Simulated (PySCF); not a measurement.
# Ta+ (tantalum, charge +1): UHF calculation

Configuration: [Xe] 4f14 5d2 6s2, high-spin 3F determinant (an excited configuration). Computed with PySCF 2.14 in aug-cc-pVTZ-PP with ECP60MDF (6s6p5d3f2g, 88 functions), with scalar relativity through the core potential.

- Total energy: -56.479422 hartree
- One-electron energy: -90.8576 hartree
- Hartree (Coulomb) energy: 40.1743 hartree
- Exchange energy: -5.7962 hartree
- ⟨S²⟩: 2.0083
- ⟨L²⟩: 12.051
- Sum of ⟨r⟩: 20.44 bohr
- Sum of ⟨r²⟩: 45.80 bohr²

```csv
shell,electrons,mean orbital energy (eV),"rms radius, mean of both spins (bohr)"
5s α,1,-97.230,1.19
5s β,1,-95.182,1.19
5p α,3,-58.963,1.39
5p β,3,-55.804,1.39
5d α,2,-18.121,2.12
6s α,1,-14.824,3.35
6s β,1,-13.626,3.35
```

Energies and moments cover only the electrons outside the core potential. Spin-orbit coupling, absent here, splits the open shell strongly.
